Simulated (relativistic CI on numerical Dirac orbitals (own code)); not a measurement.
What each ingredient does to the levels of Yb LI

Base calculation: Dirac-Coulomb-Breit CI, KLI orbitals optimised for each configuration, model QED, unscaled Slater integrals.

Configurations in the expansion (outside the closed core [Ne]): 3s2 3p6 3d2, 3s2 3p5 3d3, 3s 3p6 3d3, 3s2 3p6 3d 4s, 3s2 3p6 3d 4p, 3s2 3p6 3d 4d, 3s2 3p5 3d2 4s, 3s2 3p6 3d 4f, 3s2 3p5 3d2 4p, 3s2 3p5 3d2 4d, 3s 3p6 3d2 4s, 3p6 3d3 4p, 3s2 3p6 4s2, 3s 3p6 3d2 4p, 3s2 3p6 4s 4p, 3s2 3p6 3d 5s, 3s2 3p6 3d 5d, 3s2 3p6 3d 5g, 3p6 3d4, 3p5 3d5, 3p5 3d4 4s, 3p6 3d3 4s, 3p5 3d3 4s2, 3s2 3p6 4p2, 3s2 3p5 4s 4p2, 3s2 3p6 4s 4d, 3s2 3p5 4s2 4d, 3s 3p6 3d 4s2, 3s 3p6 4s2 4p, 3s 3p6 4s2 4d. Double excitations out of closed p, d and f shells are left out; levels of such configurations are missing from the list, as are those of other unlisted configurations, and high levels can miss mixing partners. These lack a partner that the ground configuration has and come out too high: 3s2 3p5 3d2 4p, 3s2 3p5 3d2 4d.

The lowest level and the first level of each name with at least 55 % of one term (blank where a level has no safe partner in the second run):

```json
{"Level": "3s2 3p6 3d2 3F_2", "Base (eV)": "0.000", "Shift (eV)": "0.000"}
{"Level": "3s2 3p6 3d2 3P_0", "Base (eV)": "22.018", "Shift (eV)": "+0.331"}
{"Level": "3s2 3p6 3d2 3F_3", "Base (eV)": "54.888", "Shift (eV)": "-0.081"}
{"Level": "3s2 3p6 3d2 1G_4", "Base (eV)": "67.889", "Shift (eV)": "-0.016"}
{"Level": "3s2 3p6 3d2 3P_1", "Base (eV)": "69.374", "Shift (eV)": "+0.407"}
{"Level": "3s2 3p6 3d2 3F_4", "Base (eV)": "117.844", "Shift (eV)": "-0.038"}
{"Level": "3s2 3p6 3d2 1S_0", "Base (eV)": "149.482", "Shift (eV)": "+0.206"}
{"Level": "3s2 3p5 3d3 5D°_0", "Base (eV)": "260.626", "Shift (eV)": "-0.393"}
{"Level": "3s2 3p5 3d3 3P°_1", "Base (eV)": "371.997", "Shift (eV)": "-0.399"}
{"Level": "3s2 3p5 3d3 3I°_7", "Base (eV)": "372.382", "Shift (eV)": "-0.477"}
```

At this charge energies of transitions that change n are usually good to better than 1 %, and those within a shell (Δn = 0) to a few per cent.

(1) One thing was changed in a second run, which moved the levels as shown. Which?
A. configuration mixing switched off
B. QED terms removed
C. Breit term removed

## Answers

(1) A. Configuration mixing switched off. Without mixing, levels that were pushed by configurations of the same parity and J return to their single-configuration places.

LS names give the leading component of a level, which can be under half, so a name can repeat, a term be missing and a line seem to break the LS rules.
